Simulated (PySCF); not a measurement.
# Polarisability and C₆ of Ti⁺ (titanium, charge +1)

[Ar] 3d1 4s2, 2D determinant (an excited configuration). Calculation: PySCF 2.14, in aug-cc-pVQZ-DK (9s8p6d4f3g2h, 140 functions); the spin-free X2C one-electron Hamiltonian (Gaussian nucleus). Coupled (time-dependent) response in atomic units; α is the mean over directions.

```tsv
method	mean α (bohr³)	α xx, yy, zz	C₆ (like pair)	S(−4)
PBE	50.44	49.59, 49.59, 52.13	408.3	1258
```

S(−4) is the Cauchy moment in α(ω) = α(0) + S(−4) ω² + …

α(iu) at PBE:

```json
{"u (hartree)": "0", "α(iu) (bohr³)": "50.44"}
{"u (hartree)": "0.0500", "α(iu) (bohr³)": "47.49"}
{"u (hartree)": "0.100", "α(iu) (bohr³)": "40.52"}
{"u (hartree)": "0.200", "α(iu) (bohr³)": "26.04"}
{"u (hartree)": "0.300", "α(iu) (bohr³)": "16.87"}
{"u (hartree)": "0.500", "α(iu) (bohr³)": "8.684"}
{"u (hartree)": "0.750", "α(iu) (bohr³)": "5.036"}
{"u (hartree)": "1.00", "α(iu) (bohr³)": "3.456"}
{"u (hartree)": "1.50", "α(iu) (bohr³)": "2.038"}
{"u (hartree)": "2.00", "α(iu) (bohr³)": "1.376"}
{"u (hartree)": "3.00", "α(iu) (bohr³)": "0.7558"}
{"u (hartree)": "5.00", "α(iu) (bohr³)": "0.3293"}
```

A single London oscillator, α(iu) = α/(1 + u²/ω²), gives C₆ = (3/4) ω α². Matching the computed C₆ needs ω = 4 × 408.3 / (3 × 50.44²) = 0.214 hartree.

For an ion, C₆ is the dispersion term alone; charge-induced terms of lower order in 1/R come first.

The components differ because the open shell of this determinant is not spherical; for a pure term their mean is the scalar polarisability.
